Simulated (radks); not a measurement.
Values are calculated unless marked as measured or tabulated.
Q: Species: Tl63+. Configuration: [Ar]. Level of theory: scalar-relativistic Kohn-Sham, LDA (Slater exchange, Perdew-Wang correlation), spin-polarised, spherical densities, finite nucleus; Fermi nuclear charge, rms radius 5.4759 fm (a radial shooting solver on a logarithmic mesh with Libxc functionals). Some entries of the table are withheld. Estimate them.

orbital  occ.  eigenvalue (hartree)  r(max) (bohr)
1s          2             -3325.050        0.01004
2s          2             -737.4658            (1)
2p          6                   (2)        0.04811
3s          2             -288.5778         0.1576
3p          6             -266.0858            (3)
3d          0                   (4)            (5)
4s          0             -151.1548         0.3165
4p          0             -142.1150            (6)

A: 
(1) 2s r(max) (bohr): 0.05798
(2) 2p eigenvalue (hartree): -660.4194
(3) 3p r(max) (bohr): 0.1557
(4) 3d eigenvalue (hartree): -247.3381
(5) 3d r(max) (bohr): 0.1240
(6) 4p r(max) (bohr): 0.3220
